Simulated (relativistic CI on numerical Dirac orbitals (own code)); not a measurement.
**Crystal-field levels of W²⁺, 5d4**

Calculated by Dirac-Coulomb-Breit CI, orbitals from a KLI potential per configuration, model QED, valence Slater integrals scaled by 0.8, one configuration in a parametric crystal field (own radial code).

Field parameters in Wybourne normalisation: D3d B²₀ = −7Dσ, B⁴₀ = −14Dq − 21Dτ, B⁴₃ = −14√(10/7) Dq. The field is a parameter set, without covalency.

S is read from ⟨S²⟩ = S(S + 1).

Levels (cm⁻¹, degeneracy): 0 (1), 1316 (1), 1900 (2), 3148 (2), 4607 (1), 4672 (2), 8907 (1), 10236 (2), 12229 (2), 20513 (1), 21586 (1), 21629 (1).

Q: Which field gives this pattern?
A. D3d, 10Dq = 33300, Dσ = 980, Dτ = -200 cm⁻¹
B. D3d, 10Dq = 33300, Dσ = 550, Dτ = -200 cm⁻¹
C. D3d, 10Dq = 33300, Dσ = 330, Dτ = -200 cm⁻¹
D. D3d, 10Dq = 33300, Dσ = -330, Dτ = -200 cm⁻¹

A: D. D3d, 10Dq = 33300, Dσ = -330, Dτ = -200 cm⁻¹, ground level with S = 0.99.
